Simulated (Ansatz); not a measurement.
Br₃ClSn, SMILES `[Cl][Sn]([Br])([Br])[Br]`. Charge 0, multiplicity 1. Sn: def2 effective core potential.

Task: List the harmonic frequencies (cm⁻¹, unscaled) at PBE0-D4/def2-TZVP in Ansatz. (An estimate is asked.)

Result: Ansatz gave: 65, 65, 89, 101, 101, 234, 286, 286, 389.

Task: Is this a minimum?

Result: Yes, all 9 modes are real.

Task: Give the ideal-gas thermochemistry at 298.15 K and 1 bar (rigid rotor, harmonic oscillator; point group C3v, symmetry number 3).

Result: Zero-point energy 9.7 kJ/mol; H(298) − E = 34.1 kJ/mol; entropy 414.1 J/(mol·K), of which translation 183.4, rotation 126.1, vibration 104.6; G(298) − E = -89.4 kJ/mol. Modes under 100 cm⁻¹ are hindered rotations or soft bends, so the harmonic entropy is rough.
